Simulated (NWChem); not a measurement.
System: methylammonium (CH₆N cation); SMILES [NH3+]C

Excerpt of the output:

```
             Northwest Computational Chemistry Package (NWChem) 7.3.0
             --------------------------------------------------------

 C3V symmetry detected

                             Geometry "geometry" -> ""
                             -------------------------

 Output coordinates in angstroms (scale by  1.889725989 to convert to a.u.)

  No.       Tag          Charge          X              Y              Z
 ---- ---------------- ---------- -------------- -------------- --------------
    1 C                    6.0000     0.00000000     0.00000000     0.79736753
    2 N                    7.0000     0.00000000    -0.00000000    -0.70693547
    3 H                    1.0000     0.73982492     0.73982492     1.15158253
    4 H                    1.0000     0.27079471    -1.01061963     1.15158253
    5 H                    1.0000    -1.01061963     0.27079471     1.15158253
    6 H                    1.0000    -0.24911460     0.92970834    -1.09680147
    7 H                    1.0000    -0.68059374    -0.68059374    -1.09680147
    8 H                    1.0000     0.92970834    -0.24911460    -1.09680147

 Effective nuclear repulsion energy (a.u.)      47.4360087249

      Symmetry information
      --------------------

 Group name             C3v
 Group number             17
 Group order               6
 No. of unique centers     4

                                Z-matrix (autoz)
                                --------

 Units are Angstrom for bonds and degrees for angles

      Type          Name      I     J     K     L     M      Value
      ----------- --------  ----- ----- ----- ----- ----- ----------
    1 Stretch                  1     2                       1.50430
    2 Stretch                  1     3                       1.10460
    3 Stretch                  1     4                       1.10460
    4 Stretch                  1     5                       1.10460
    5 Stretch                  2     6                       1.03847
    6 Stretch                  2     7                       1.03847
    7 Stretch                  2     8                       1.03847
    8 Bend                     1     2     6               112.05058
    9 Bend                     1     2     7               112.05058
   10 Bend                     1     2     8               112.05058
   11 Bend                     2     1     3               108.70354
   12 Bend                     2     1     4               108.70354
   13 Bend                     2     1     5               108.70354
   14 Bend                     3     1     4               110.22787
   15 Bend                     3     1     5               110.22787
   16 Bend                     4     1     5               110.22787
   17 Bend                     6     2     7               106.77321
   18 Bend                     6     2     8               106.77321
   19 Bend                     7     2     8               106.77321
   20 Torsion                  3     1     2     6         -60.00000
   21 Torsion                  3     1     2     7        -180.00000
   22 Torsion                  3     1     2     8          60.00000
   23 Torsion                  4     1     2     6        -180.00000
   24 Torsion                  4     1     2     7          60.00000
   25 Torsion                  4     1     2     8         -60.00000
   26 Torsion                  5     1     2     6          60.00000
   27 Torsion                  5     1     2     7         -60.00000
   28 Torsion                  5     1     2     8         180.00000

  pbe96 is a nonlocal functional; adding pw91lda local functional.

                           NWChem Geometry Optimization
                           ----------------------------

[...]

      ----------------------
      Optimization converged
      ----------------------

  Step       Energy      Delta E   Gmax     Grms     Xrms     Xmax
  ---- ---------------- -------- -------- -------- -------- --------
@    2     -96.01779544 -3.6D-06  0.00045  0.00009  0.00075  0.00155
                                     ok       ok       ok       ok

                                Z-matrix (autoz)
                                --------

 Units are Angstrom for bonds and degrees for angles

      Type          Name      I     J     K     L     M      Value     Gradient
      ----------- --------  ----- ----- ----- ----- ----- ---------- ----------
    1 Stretch                  1     2                       1.50558   -0.00045
    2 Stretch                  1     3                       1.10210   -0.00009
    3 Stretch                  1     4                       1.10210   -0.00009
    4 Stretch                  1     5                       1.10210   -0.00009
    5 Stretch                  2     6                       1.03515   -0.00006
    6 Stretch                  2     7                       1.03515   -0.00006
    7 Stretch                  2     8                       1.03515   -0.00006
    8 Bend                     1     2     6               111.84580    0.00003
    9 Bend                     1     2     7               111.84580    0.00003
   10 Bend                     1     2     8               111.84580    0.00003
   11 Bend                     2     1     3               108.45928    0.00003
   12 Bend                     2     1     4               108.45928    0.00003
   13 Bend                     2     1     5               108.45928    0.00003
   14 Bend                     3     1     4               110.46392   -0.00003
   15 Bend                     3     1     5               110.46392   -0.00003
   16 Bend                     4     1     5               110.46392   -0.00003
   17 Bend                     6     2     7               106.99579   -0.00003
   18 Bend                     6     2     8               106.99579   -0.00003
   19 Bend                     7     2     8               106.99579   -0.00003
   20 Torsion                  3     1     2     6         -60.00000   -0.00000
   21 Torsion                  3     1     2     7         180.00000   -0.00000
   22 Torsion                  3     1     2     8          60.00000   -0.00000
   23 Torsion                  4     1     2     6         180.00000    0.00000
   24 Torsion                  4     1     2     7          60.00000    0.00000
   25 Torsion                  4     1     2     8         -60.00000    0.00000
   26 Torsion                  5     1     2     6          60.00000   -0.00000
   27 Torsion                  5     1     2     7         -60.00000   -0.00000
   28 Torsion                  5     1     2     8        -180.00000   -0.00000

[...]

 Rotational Constants
 --------------------
 A=   2.765657 cm-1  (  3.979075 K)
 B=   0.666649 cm-1  (  0.959138 K)
 C=   0.666649 cm-1  (  0.959138 K)

 Temperature                      =   298.15K
 frequency scaling parameter      =   1.0000

 Zero-Point correction to Energy  =   48.274 kcal/mol  (  0.076930 au)
 Thermal correction to Energy     =   50.468 kcal/mol  (  0.080425 au)
 Thermal correction to Enthalpy   =   51.060 kcal/mol  (  0.081369 au)

 Total Entropy                    =   56.012 cal/mol-K
   - Translational                =   36.310 cal/mol-K (mol. weight =  32.0500)
   - Rotational                   =   17.621 cal/mol-K (symmetry #  =        3)
   - Vibrational                  =    2.080 cal/mol-K

 Cv (constant volume heat capacity) =   10.003 cal/mol-K
   - Translational                  =    2.979 cal/mol-K
   - Rotational                     =    2.979 cal/mol-K
   - Vibrational                    =    4.044 cal/mol-K

[normal modes left out]

 ----------------------------------------------------------------------------
 Normal Eigenvalue ||           Projected Infra Red Intensities
  Mode   [cm**-1]  || [atomic units] [(debye/angs)**2] [(KM/mol)] [arbitrary]
 ------ ---------- || -------------- ----------------- ---------- -----------
    1       -0.000 ||    0.035937           0.829        35.034      12.480
    2       -0.000 ||    0.031107           0.718        30.324      10.802
    3       -0.000 ||    0.001692           0.039         1.649       0.587
    4        0.000 ||    0.002215           0.051         2.159       0.769
    5        0.000 ||    0.002264           0.052         2.207       0.786
    6        0.000 ||    0.037091           0.856        36.158      12.880
    7      282.442 ||    0.000000           0.000         0.000       0.000
    8      887.594 ||    0.026336           0.608        25.674       9.146
    9      887.594 ||    0.026336           0.608        25.674       9.146
   10      946.170 ||    0.003777           0.087         3.682       1.311
   11     1228.498 ||    0.002816           0.065         2.745       0.978
   12     1228.498 ||    0.002816           0.065         2.745       0.978
   13     1400.975 ||    0.003060           0.071         2.983       1.063
   14     1427.281 ||    0.024181           0.558        23.573       8.397
   15     1427.281 ||    0.024181           0.558        23.573       8.397
   16     1466.833 ||    0.104824           2.418       102.188      36.401
   17     1592.205 ||    0.038030           0.877        37.073      13.206
   18     1592.206 ||    0.038030           0.877        37.073      13.206
   19     3019.803 ||    0.000701           0.016         0.683       0.243
   20     3136.454 ||    0.002185           0.050         2.130       0.759
   21     3136.455 ||    0.002185           0.050         2.130       0.759
   22     3320.886 ||    0.042848           0.989        41.770      14.879
   23     3401.722 ||    0.119258           2.751       116.258      41.413
   24     3401.723 ||    0.119258           2.751       116.258      41.413
 ----------------------------------------------------------------------------
```

Level: PBE/def2-SVPD. 

Reconstruct the input file.

One answer among several that fit: the input that was run:
```
start job
memory heap 200 mb stack 900 mb global 1100 mb
charge 1
geometry units angstroms
  C      0.000000     0.000000     0.807447
  N      0.000000     0.000000    -0.696856
  H     -1.027439     0.197614     1.161662
  H      0.684858     0.790981     1.161662
  H      0.342581    -0.988595     1.161662
  H     -0.629319    -0.728268    -1.086722
  H      0.945358    -0.180873    -1.086722
  H     -0.316039     0.909140    -1.086722
end
basis spherical
  C library def2-svpd
  N library def2-svpd
  H library def2-svpd
end
dft
  xc xpbe96 cpbe96
  iterations 150
end
driver
  maxiter 120
end
task dft optimize
task dft freq
```
